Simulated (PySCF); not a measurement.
A side-by-side comparison of computed properties.

First species: C₃H₄ClO (charge +1).
Structure used (PBE0-D3(BJ)/def2-SVP), in Å, numbered top down from 1:
```
atom  x, y, z in Å
C1    -1.0028   -0.3421    0.0411
C2     0.2611    0.5049   -0.0719
Cl3    0.6625    1.4355    1.3924
C4     1.4539   -0.2988   -0.2645
O5     2.3751   -0.9186   -0.3853
H6    -1.8380    0.3594    0.1783
H7    -0.9529   -1.0160    0.9063
H8    -1.1722   -0.9143   -0.8832
H9     0.2239    1.1941   -0.9391
```

Second species: C8H6O2.
SMILES: `C1=COC(C2=CC=CO2)=C1`

Levels: CAM-B3LYP/def2-SVPD for HOMO energy, LUMO energy, HOMO–LUMO gap, static isotropic polarisability and electronic spatial extent ⟨r²⟩ about the centre of nuclear charge; TDDFT CAM-B3LYP/def2-SVPD for lowest singlet excitation; TDA CAM-B3LYP/def2-SVPD for lowest triplet excitation (Tamm–Dancoff); ΔSCF CAM-B3LYP/def2-SVPD for vertical ionisation energy; PBE0-D3(BJ)/def2-SVP for rotational constant A and rotational constant C. Geometries: PBE0-D3(BJ)/def2-SVP. All species are isolated and taken at one optimised geometry, non-relativistic unless stated; the electronic structure was computed with PySCF and density fitting.

The conformers computed, where there is a choice (atom-mapped SMILES and torsion angles):
- `[cH:1]1[cH:2][o:3][c:4](-[c:5]2[cH:6][cH:7][cH:8][o:9]2)[cH:10]1`: O3–C4–C5–C6 0°

Values for the first species:

```
HOMO energy                                                       : -16.03 eV
LUMO energy                                                       : -7.33 eV
HOMO–LUMO gap                                                     : 8.70 eV
Lowest singlet excitation                                         : 5.02 eV
Lowest triplet excitation (Tamm–Dancoff)                          : 4.60 eV
Static isotropic polarisability                                   : 47.2 au
Vertical ionisation energy                                        : 17.27 eV
Electronic spatial extent ⟨r²⟩ about the centre of nuclear charge : 528 bohr²
Rotational constant A                                             : 5.454 GHz
Rotational constant C                                             : 2.163 GHz
```

Problem. Estimate the same properties for the second species, and the change in each.

Solution. 
| property | first | second | second less first |
| --- | --- | --- | --- |
| HOMO energy | -16.03 eV | -6.99 eV | +9.04 eV |
| LUMO energy | -7.33 eV | 0.17 eV | +7.50 eV |
| HOMO–LUMO gap | 8.70 eV | 7.16 eV | -1.54 eV |
| lowest singlet excitation | 5.02 eV | 4.64 eV | -0.38 eV |
| lowest triplet excitation (Tamm–Dancoff) | 4.60 eV | 2.94 eV | -1.66 eV |
| static isotropic polarisability | 47.2 au | 102.8 au | +55.6 au |
| vertical ionisation energy | 17.27 eV | 7.62 eV | -9.65 eV |
| electronic spatial extent ⟨r²⟩ about the centre of nuclear charge | 528 bohr² | 1466 bohr² | +938 bohr² |
| rotational constant A | 5.454 GHz | 4.654 GHz | -0.800 GHz |
| rotational constant C | 2.163 GHz | 0.742 GHz | -1.421 GHz |

On the first: The vertical singlet–triplet gap S1 − T1 is 0.42 eV (TDDFT singlet less Tamm–Dancoff triplet; S1: HOMO→LUMO, weight 0.97; T1: HOMO→LUMO, weight 0.93). The polarisability is 6.99 Å³ as a volume (1 au = 0.148185 Å³), or 1.03 au for each of the 46 electrons.

On the second: The vertical singlet–triplet gap S1 − T1 is 1.70 eV (TDDFT singlet less Tamm–Dancoff triplet; S1: HOMO→LUMO, weight 0.98; T1: HOMO→LUMO, weight 0.92). S1 lies 2.52 eV below the HOMO–LUMO gap; its leading configuration is HOMO→LUMO, weight 0.98.
